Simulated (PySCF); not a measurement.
**Working with the constants of TiSi**

ROHF-CCSD(T) constants of TiSi, ⁵Δ (quintet), unpaired electrons σ ↑, π ↑↑, δ ↑ (Ti def2-TZVPP, Si def2-TZVPP; no relativity (PySCF 2.14); masses 47.9479 and 27.9769 u):

```
ωe                      : 360.4 cm⁻¹
ωexe                    : 1.69 cm⁻¹
Be                      : 0.15964 cm⁻¹
αe                      : 0.000930 cm⁻¹
D (centrifugal)         : 1.25e-07 cm⁻¹
De to Ti (3d2 4s2) + Si : 1.88 eV
```

Task: Give the vibrational terms G(v) and spacings up to v = 6.

Result: G(v) = ωe(v+½) − ωexe(v+½)².

```csv
v,G(v) (cm⁻¹),G(v) − G(v−1),Bv (cm⁻¹)
0,179.8,,0.1592
1,536.8,357.0,0.1582
2,890.4,353.6,0.1573
3,1240.7,350.3,0.1564
4,1587.6,346.9,0.1555
5,1931.1,343.5,0.1545
6,2271.2,340.1,0.1536
```

Task: How well does the Morse estimate ωe²/(4ωexe) reproduce De, and what is D0?

Result: It gives 2.38 eV, 127 % of the computed De. D0 = De − G(0) = 1.88 − 0.02 = 1.86 eV.

Correlated steps freeze 10 core orbitals. The CCSD T1 diagnostic is raised, a sign that a single reference may not be enough here. With d or f electrons several states lie close, and the lowest PBE0 determinant need not be the measured ground state.
